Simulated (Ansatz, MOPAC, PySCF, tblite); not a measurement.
Dissociation curve of SeMg, lowest triplet found (which spin is the ground state isn't settled by this scan).

Computed with: GFN2-xTB, 300 K electronic temperature (tblite); UKS-B3LYP/LANL2DZ = PySCF with unrestricted B3LYP/LANL2DZ, with its core potentials past Ne; PM6, unrestricted, heats of formation (MOPAC); FCI = full CI/cc-pVDZ, cores with 3d frozen (Ansatz, a first-principles code).

Energies relative to the lowest point of each curve between 2.02 and 3.08 Å, where full CI is lowest, in kJ/mol; the last columns give the difference from FCI:

| R / Å | GFN2-xTB | UKS-B3LYP/LANL2DZ | PM6 | FCI | GFN2-xTB − FCI | UKS-B3LYP/LANL2DZ − FCI | PM6 − FCI |
|---|---|---|---|---|---|---|---|
| 1.86 | 391.3 | 355.4 | 552.2 | 332.2 | 59.1 | 23.2 | 220.0 |
| 2.02 | 144.7 | 166.3 | 285.5 | 146.5 | -1.8 | 19.8 | 139.0 |
| 2.18 | 46.7 | 65.4 | 128.3 | 51.3 | -4.6 | 14.2 | 77.0 |
| 2.27 | 21.6 | 33.5 | 73.9 | 23.0 | -1.4 | 10.5 | 50.8 |
| 2.36 | 8.0 | 13.9 | 37.5 | 7.3 | 0.8 | 6.7 | 30.3 |
| 2.50 | 0.3 | 0.9 | 7.7 | 0.0 | 0.3 | 0.9 | 7.7 |
| 2.54 | 0.0 | 0.0 | 3.6 | 0.7 | -0.7 | -0.7 | 2.9 |
| 2.66 | 2.3 | 2.7 | 0.0 | 7.8 | -5.5 | -5.1 | -7.8 |
| 2.74 | 5.7 | 7.7 | 2.9 | 15.5 | -9.8 | -7.8 | -12.6 |
| 2.84 | 11.4 | 16.3 | 10.3 | 27.1 | -15.7 | -10.8 | -16.8 |
| 2.93 | 17.4 | 25.5 | 19.2 | 38.5 | -21.1 | -13.0 | -19.2 |
| 3.08 | 28.5 | 41.8 | 36.1 | 57.6 | -29.1 | -15.8 | -21.4 |
| 3.31 | 47.3 | 65.8 | 61.1 | 82.6 | -35.4 | -16.8 | -21.5 |
| 3.49 | 62.7 | 81.7 | 76.7 | 96.3 | -33.6 | -14.7 | -19.7 |
| 3.80 | 88.4 | 102.0 | 93.6 | 108.7 | -20.3 | -6.7 | -15.1 |
| 4.16 | — | 116.6 | 101.6 | 113.5 | — | 3.2 | -11.9 |
| 4.64 | — | 127.0 | 104.1 | 115.1 | — | 11.9 | -11.0 |

GFN2-xTB is furthest from FCI at 1.86 (59.1 kJ/mol, above); its mean absolute difference over the points is 15.9 kJ/mol.

UKS-B3LYP/LANL2DZ is furthest from FCI at 1.86 (23.2 kJ/mol, above); its mean absolute difference over the points is 10.7 kJ/mol.

PM6 is furthest from FCI at 1.86 (220.0 kJ/mol, above); its mean absolute difference over the points is 40.3 kJ/mol.

Dashes: no converged value, or the column stops at the first point that the program doubted or that broke a chosen test of continuity, which isn't proof of a fault.

The scan ran from 1.86 to 8.81 Å; beyond the distances shown full CI changes its symmetry label.
